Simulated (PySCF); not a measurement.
**How methods differ on the ionisation energy of P⁶⁺**

P⁶⁺ [He] 2s2 2p5 [2p1/2^2 2p3/2^3, M_J = 3/2] → P⁷⁺ [He] 2s2 2p4 [2p1/2^2 2p3/2^2, M_J = 2], as a difference of total energies. Computed with PySCF 2.14 in an even-tempered Gaussian basis (19 s from 0.6 bohr⁻², ratio 2.4; 12 p from 0.78 bohr⁻², ratio 2.4; 5 d from 5.6 bohr⁻², ratio 2.6; 5 f from 8.5 bohr⁻², ratio 2.6), with the two-component X2C-1e Hamiltonian. Correlated levels: nothing frozen; the 36 highest virtual spinors dropped. "Screened" scales the spin-orbit matrix elements by Boettger's factors to mimic the two-electron term; Breit and QED terms are absent.

```csv
method,ionisation energy (eV)
GHF (spin-free),262.04
GMP2 (spin-free),263.49
GHF (screened spin-orbit),261.98
GMP2 (screened spin-orbit),263.43
```

Task: How much does correlation contribute at GMP2 (screened spin-orbit)?

Result: 263.43 − (261.98) = 1.45 eV, measured against GHF (screened spin-orbit).

The labels give the starting determinants; with spin-orbit coupling the two ends relaxed to ⟨J²⟩ = 3.75, ⟨L²⟩ = 2.00, ⟨S²⟩ = 0.75 and ⟨J²⟩ = 6.00, ⟨L²⟩ = 2.02, ⟨S²⟩ = 1.99.

For comparison: 263.57 ± 0.06 eV (semi-empirical (NIST evaluation); NIST Atomic Spectra Database, ionization energies).
